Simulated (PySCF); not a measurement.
Species: C5H11NS.
SMILES with atom numbers: `[NH2:1][C@@H:2]1[CH2:3][CH2:4][C@H:5]([SH:6])[CH2:7]1` (hydrogens: H8, H9 on N1; H10 on C2; H11, H12 on C3; H13, H14 on C4; H15 on C5; H16 on S6; H17, H18 on C7)

Method: TDDFT B3LYP/def2-SVPD, vertical, gas phase, core orbitals frozen in the response (PySCF 2.14.0, density-fitted response routines). Geometry: GFN2-xTB, one conformer, isolated molecule.

Orbital energies (eV): HOMO-3 -9.07, HOMO-2 -8.58, HOMO-1 -6.88, HOMO -6.40, LUMO 0.05, LUMO+1 0.39, LUMO+2 0.61.

Lowest singlets, with some entries withheld (?).

| state | λ (nm) | f | main configurations (H = HOMO, L = LUMO) |
| --- | --- | --- | --- |
| S1 | 234.0 | 0.0072 | H→L (80%), H→L+1 (13%) |
| S2 | ? | 0.016 | ? |
| S3 | 207.1 | 0.027 | ? |
| S4 | ? | 0.0023 | H-1→L (38%), H→L+1 (20%), H-1→L+1 (19%) |
| S5 | 195.0 | ? | H-1→L+1 (44%), H-1→L (39%), H→L+3 (9%) |
| S6 | 192.2 | ? | H→L+3 (68%), H-1→L+1 (13%), H→L+1 (8%) |
| S7 | 182.7 | 0.0047 | ? |
| S8 | 181.6 | ? | H-1→L+2 (46%), H-1→L+3 (34%), H→L+4 (8%) |

(1) Supply the missing values.

(2) How far apart are S1 and S4, in eV and cm⁻¹?

(3) Where do the lowest triplets lie (Tamm–Dancoff)?

(4) What is the mean static polarisability from the same response equations?

## Answers

(1) 
- S2: λ = 207.8 nm; H→L+2 (58%), H→L+1 (32%)
- S3: H→L+2 (32%), H→L+1 (21%), H-1→L (17%)
- S4: λ = 202.7 nm
- S5: f = 0.0035
- S6: f = 0.0066
- S7: H→L+4 (85%)
- S8: f = 0.026

(2) 6.116 − 5.298 = 0.818 eV, or about 6600 cm⁻¹.

(3) T1 4.92 eV, H→L (68%), H→L+1 (18%); T2 5.58 eV, H→L+2 (79%); T3 5.80 eV, H-1→L+1 (38%), H-1→L (27%), H→L+1 (18%). E(S1) − E(T1) = +0.38 eV.

(4) 88.2 au (13.07 Å³), with principal values 76.2, 84.8 and 103.5 au.
